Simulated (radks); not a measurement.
Problem. The table gives one normalised radial function P(r) = r R(r) of V10+ in [Ne] 3s2 6f1 (r in bohr). Method: non-relativistic Kohn-Sham, r2SCAN, spin-unpolarised, spherical densities, point nucleus; meta-GGA in the generalised Kohn-Sham scheme; computed with a radial shooting solver on a logarithmic mesh with Libxc functionals.

r	P
0.008711	0.0000
0.01143	0.0000
0.01513	0.0000
0.02002	0.0000
0.02628	0.0000
0.03477	0.0000
0.04563	0.0001
0.06038	0.0002
0.07925	0.0006
0.1049	0.0015
0.1387	0.0040
0.1821	0.0098
0.241	0.0235
0.3163	0.0517
0.4185	0.1068
0.5493	0.1958
0.7268	0.3087
0.9616	0.3676
1.262	0.2526
1.67	-0.0985
2.192	-0.4144
2.9	-0.2068
3.807	0.4017
5.037	0.5887
6.665	0.2409
8.748	0.0325
11.58	0.0011

Which n and l does it have? It may be an empty orbital.

Solution. n = 6, l = 3: the number of nodes gives n - l - 1 = 2, the rise at small r (about r^(l+1)) gives l, and the extent must fit the shell. The curve is that of 6f. 6f: eigenvalue -44.172 eV, 2 radial nodes at r = 1.56, 3.19 bohr, <r> = 4.28 bohr, 90 % of the charge inside 5.99 bohr.
